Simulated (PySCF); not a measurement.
# Phosphorus: highly charged ions in a basis for the neutral atom

P¹²⁺ [He] 2s1, P¹³⁺ 1s2. Calculation: PySCF 2.14, in aug-cc-pVDZ-DK (5s4p2d, 27 functions); scalar relativity by spin-free X2C-1e. No spin-orbit coupling, so a gap to NIST mixes the basis error with missing relativistic terms.

Changed run: basis of the neutral atom used for a highly charged ion. This setting is unsound on purpose.

| species | method | sound run (hartree) | changed run (hartree) | converged |
| --- | --- | --- | --- | --- |
| P¹²⁺ | UHF | not run | -238.41756 | yes |
| P¹²⁺ | M06-L | not run | -238.51293 | yes |
| P¹²⁺ | MN15 | not run | -238.54657 | yes |
| P¹³⁺ | UHF | not run | -216.33853 | yes |
| P¹³⁺ | M06-L | not run | -216.50383 | yes |
| P¹³⁺ | MN15 | not run | -216.45784 | yes |

Ionisation energy of P¹²⁺:

```json
{"method": "UHF", "changed run (eV)": "600.80", "NIST (eV)": "611.74"}
{"method": "M06-L", "changed run (eV)": "598.90", "NIST (eV)": "611.74"}
{"method": "MN15", "changed run (eV)": "601.06", "NIST (eV)": "611.74"}
```

The contracted functions were made for the neutral atom and can be too rigid for a highly charged ion.
